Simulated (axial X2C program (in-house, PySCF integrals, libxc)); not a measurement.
Low determinants of SrP at the PBE0 level, scalar-relativistic

Computed with an in-house all-electron X2C program for linear molecules (integrals from PySCF). Spin-free means the one-electron spin-free X2C Hamiltonian. Basis: Sr dyall-cv3z [13s12p8d5f1g], P dyall-v3z [8s7p2d1f] (cores contracted in-house); Gaussian nuclei, density fitting, unrestricted open shells. Masses: Sr 87.906 u, P 30.974 u.

Search at 2.590 Å (vertical energies from the lowest determinant):

| ΔE (eV) | state | electrons beyond evenly filled partner blocks | electrons in σ, π, δ, φ |
| --- | --- | --- | --- |
| 0.00 | M_S = 1/2, Λ = 1 | π+α, π+β, π-α | 26 23 4 0 |
| 0.27 | M_S = 3/2, Λ = 0 | σα, π+α, π-α | 27 22 4 0 |
| 0.31 | M_S = 1/2, Λ = 0 | σβ, π+α, π-α | 27 22 4 0 |
| 0.53 | M_S = 1/2, Λ = 0 | σα | 25 24 4 0 |
| 0.59 | M_S = 3/2, Λ = 1 | 2 × σα, π+α, π+β, π-α | 26 23 4 0 |
| 0.90 | M_S = 1/2, Λ = 1 | 2 × σα, π+α, π+β, π-β | 26 23 4 0 |
| 1.23 | M_S = 1/2, Λ = 2 | σα, π+α, π+β | 27 22 4 0 |

Lowest determinant, M_S = 1/2, Λ = 1 (beyond evenly filled blocks: π+α, π+β, π-α): Re = 2.641 Å, ωe = 296.2 cm⁻¹.

The determinant in row 2 of the search, M_S = 3/2, Λ = 0 (beyond evenly filled blocks: σα, π+α, π-α), was followed along the bond at PBE0; measured from the minimum of the lowest determinant it gives:

Te = -0.044 eV (-357 cm⁻¹), Re = 2.910 Å, ωe = 227.7 cm⁻¹.

The determinant in row 3 of the search, M_S = 1/2, Λ = 0 (beyond evenly filled blocks: σβ, π+α, π-α), was followed along the bond at PBE0; measured from the minimum of the lowest determinant it gives:

Te = 0.005 eV (44 cm⁻¹), Re = 2.898 Å, ωe = 237.3 cm⁻¹.

(1) Compare the bond of the determinant in row 2 with that of the lowest one.

The search compares states at one distance, so a state with another bond length can lie lower; it is not exhaustive and yields mostly the lowest determinant of each block pattern, so other components and higher states of one pattern are missing. These are energies of single determinants, not of spin-adapted states; PBE0 term energies can be off by some tenths of an eV, and the functional has no current term. The lowest determinant need not be the ground state where others lie within half an eV. Row 1 is spin-contaminated (⟨S²⟩ = 1.01 against 0.75), so its values are not those of a pure state. Row 3 is spin-contaminated (⟨S²⟩ = 1.76 against 0.75), so its values are not those of a pure state.

## Answers

(1) At PBE0 its Re is 0.269 Å longer and its force constant, which goes as ωe², is 0.59 times that of the lowest determinant. T0 ≈ Te + Δωe/2 = -357 + (-34) = -391 cm⁻¹.
